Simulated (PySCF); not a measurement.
Point groups of optimised structures. Computed with PBE0/pcSseg-1 in PySCF (dipole) on a GFN2-xTB geometry, gas phase. The symmetry is that of the one conformer found, every atom within 0.08 Å of its image; none is proved a minimum here.

Problem. `[CH2:1]=[CH:2][P@:3](=[O:4])([OH:5])[CH2:6][CH2:7][CH2:8][CH3:9]` with C1–C2–P3–O4 -5°, C2–P3–O5–H 113°, C2–P3–C6–C7 179°, P3–C6–C7–C8 178°, C6–C7–C8–C9 178°: symmetry, top, dipole?

Solution. C1; near-prolate asymmetric top; symmetry number 1; this conformer is chiral (no improper operation); dipole 2.30 D.

Problem. Point group, rotor type and polarity of `[O:1]=[C:2]([F:3])/[C:4](=[CH:5]\[C:6]([F:7])([F:8])[F:9])[C:10]([F:11])([F:12])[F:13]` with O1–C2–C4–C5 0°?

Solution. Cs; asymmetric top; symmetry number 1; 2 operations, which sort the 14 atoms into 12 sets; dipole 2.35 D, in the ab plane, which is the mirror; A, B, C = 1258, 550.5, 442.3 MHz.

Problem. What symmetry has `[CH2:1]=[CH:2][P:3]([CH3:4])([CH3:5])([CH3:6])[CH:7]=[CH2:8]`?

Solution. Cs; asymmetric top; symmetry number 1; 2 operations, which sort the 23 atoms into 15 sets; dipole 0.28 D, in the bc plane, which is the mirror; A, B, C = 2237, 1315, 1197 MHz; heavy atoms equivalent by symmetry: C1/C8, C2/C7.
